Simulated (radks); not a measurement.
The numbers below are computed, except where a source is named.
Question: Ionisation of the krypton ion Kr+, [Ar] 3d10 4s2 4p5, to Kr2+, [Ar] 3d10 4s2 4p4, under several functionals. Scalar-relativistic Kohn-Sham, spin-unpolarised, spherical densities, finite nucleus; a radial shooting solver on a logarithmic mesh with Libxc functionals. The NIST Atomic Spectra Database gives 24.360 eV (measured). Rank these functionals by the error of their Delta-SCF ionisation energy: PW91; LDA (Slater exchange, Perdew-Zunger correlation); exchange-only PBE; HCTH/407; exchange-only B88; RPBE; r2SCAN; PBEsol; SOGGA; LDA (Slater exchange, Perdew-Wang correlation).

Answer: From best to worst: exchange-only B88 24.095 eV (-0.265); exchange-only PBE 24.077 eV (-0.283); SOGGA 25.087 eV (+0.727); RPBE 25.143 eV (+0.783); PBEsol 25.178 eV (+0.818); PW91 25.243 eV (+0.884); LDA (Slater exchange, Perdew-Wang correlation) 25.337 eV (+0.977); LDA (Slater exchange, Perdew-Zunger correlation) 25.338 eV (+0.978); HCTH/407 25.466 eV (+1.106); r2SCAN 25.586 eV (+1.226). Spin polarisation and multiplet splitting are left out, so open shells lie too high by an amount that depends on their filling.

Beside tabulated values, note that spin-unpolarised runs miss the spin-polarisation part of the exchange energy of open shells.
